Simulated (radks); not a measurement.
The samarium ion Sm2+, 60 electrons, occupied as [Xe] 4f6. Calculated with a radial shooting solver on a logarithmic mesh with Libxc functionals: Dirac Kohn-Sham, BP86, spin-unpolarised, spherical densities, finite nucleus; open shells fill j = l - 1/2 first; Fermi nuclear charge, rms radius 5.0819 fm.

Normalised radial functions P(r) = r R(r) (large component), r in bohr:

```
   r/bohr * 4d5/2, o 4f7/2 (the largest magnitude, 1.35, reaches the edge; | marks zero, & curves that meet)
 0.001624                             &
 0.002149                             &
 0.002843                             &
 0.003762                             &
 0.004978                             &
 0.006587                             &
 0.008715                             &
  0.01153                             &
  0.01526                             &
  0.02019                             &
  0.02671                             o*
  0.03534                             o *
  0.04676                             o   *
  0.06187                             o     *
  0.08186                             |o       *
   0.1083                             |o           *
   0.1433                             |  o           *
   0.1896                             |     o      *
   0.2509                             |    *   o
   0.3293                     *       |             o
   0.4357        *                    |                 o
   0.5765  *                          |                   o
   0.7628      *                      |                  o
    1.009               *             |               o
    1.335                       *     |           o
    1.767                           * |       o
    2.338                             *    o
    3.093                             *  o
    4.093                             *o
    5.416                             &
```

4d5/2: eigenvalue -139.67 eV, 1 radial node at r = 0.281 bohr, <r> = 0.676 bohr, 90 % of the charge inside 1.02 bohr. 4f7/2 (empty): eigenvalue -15.343 eV, 0 radial nodes, <r> = 1.00 bohr, 90 % of the charge inside 1.77 bohr.
